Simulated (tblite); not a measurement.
Compound: C6H9NSi.
Cartesian coordinates in Å at the GFN2-xTB level; atoms count from 1:
```
atom  x, y, z in Å
N1     2.9262    0.3321    0.5877
Si2    1.8805   -0.8099   -0.1683
C3     0.2522    0.0717   -0.4075
C4    -0.2799    1.2523   -0.0745
C5    -1.6462    0.9520   -0.6402
C6    -2.5317    0.1594    0.2949
C7    -2.0147   -1.0156   -0.0535
C8    -1.0435   -0.4232   -1.0420
H9     2.9462    1.2766    0.2392
H10    3.8566    0.0425    0.8405
H11    2.3230   -1.3121   -1.4844
H12    1.7780   -1.9315    0.7685
H13    0.0813    2.1155    0.4540
H14   -2.1018    1.6499   -1.3348
H15   -3.2638    0.4864    1.0097
H16   -2.1579   -2.0310    0.2658
H17   -1.0113   -0.8032   -2.0565
```

Level: GFN2-xTB in tblite, geometry and Hessian alike; calculated harmonic values, unscaled, isolated species. Against measured fundamentals such values can be off by several per cent, at times by over 20. Modes of hydrogen on silicon can be 10 to 20 % off. One conformer, not necessarily the lowest.

Harmonic wavenumbers (cm⁻¹): 28.6, 106.2, 119.4, 192.8, 243.3, 346.6, 383.8, 462.8, 497.2, 525.9, 558.9, 578.1, 707.2, 773.4, 804.2, 806.5, 822.6, 836.2, 844.5, 899.2, 921.7, 927.2, 957.0, 998.7, 1021.7, 1070.2, 1079.7, 1110.5, 1132.5, 1151.1, 1180.3, 1199.0, 1230.6, 1526.8, 1632.2, 1649.7, 2133.5, 2239.2, 3008.1, 3023.9, 3113.9, 3115.0, 3134.0, 3480.5, 3514.2.

A = 4501, B = 1053, C = 949.7 MHz; mass 123.050 u (most abundant isotopes); point group C1, symmetry number 1.

Task: What is the zero-point energy?

Result: ½Σν̃ = 28044 cm⁻¹ = 80.18 kcal/mol.

Task: Give the ideal-gas entropy at 200 K and 1 bar in the rigid-rotor, harmonic-oscillator model (classical rotation).

Result: Translation 38.38, rotation 27.47, vibration 15.37: S = 81.2 cal/(mol K).

Task: And Cp and H(200 K) − H(0)?

Result: Cp = 25.08 cal/(mol K), of which vibrations give 17.13 (their classical limit is 45 R = 89.4); H(200 K) − H(0) = 3.22 kcal/mol without the zero-point energy, 1.63 from vibrations.

Task: Which modes carry the vibrational entropy at 200 K?

Result: 28.6 cm⁻¹: 5.13; 106.2 cm⁻¹: 2.57; 119.4 cm⁻¹: 2.35; 192.8 cm⁻¹: 1.49; 243.3 cm⁻¹: 1.11; 346.6 cm⁻¹: 0.62 cal/(mol K); the other 39 give 2.10 together.

Task: How do the functions run with temperature in this model?

Result: 
```csv
T (K),S (cal/(mol K)),Cp (cal/(mol K)),H − H(0) (kcal/mol),G − H(0) (kcal/mol),ln q(vib)
50,58.0,11.9,0.49,-2.41,0.66
100,67.5,15.9,1.19,-5.56,1.64
298.15,93.2,35.8,6.20,-21.59,5.71
373.15,102.1,43.5,9.18,-28.92,7.37
500,116.4,53.9,15.40,-42.79,10.26
750,141.0,67.2,30.69,-75.05,15.94
1000,161.5,75.4,48.60,-112.94,21.26
```

q(vib) and H(0) count from the zero-point level.

Task: Blend soft modes into free rotors: weight 1/[1 + (100 cm⁻¹/ν̃)⁴] for the oscillator and the rest for a rotor with moment μB/(μ + B), μ = h/(8π²ν), B = 10⁻⁴⁴ kg m². What vibrational entropy results?

Result: 13.89 cal/(mol K) in place of 15.37, which changes −T·S at 200 K by +0.29 kcal/mol.

Task: What must be added to the electronic energy to get the Gibbs energy at 200 K and 1 bar?

Result: ZPE + [H(200 K) − H(0)] − T·S = 80.18 + 3.22 − 16.24 = 67.16 kcal/mol.

Hindered rotation and anharmonicity are outside this model. Other conformers, if any are populated, would add a mixing term that is left out. The structure is chiral; the term R ln 2 for an equal mix with its mirror image is left out.

Run on one thread, Arm Neoverse N1, no GPU, on a shared host. The figure is for the frequency step alone.
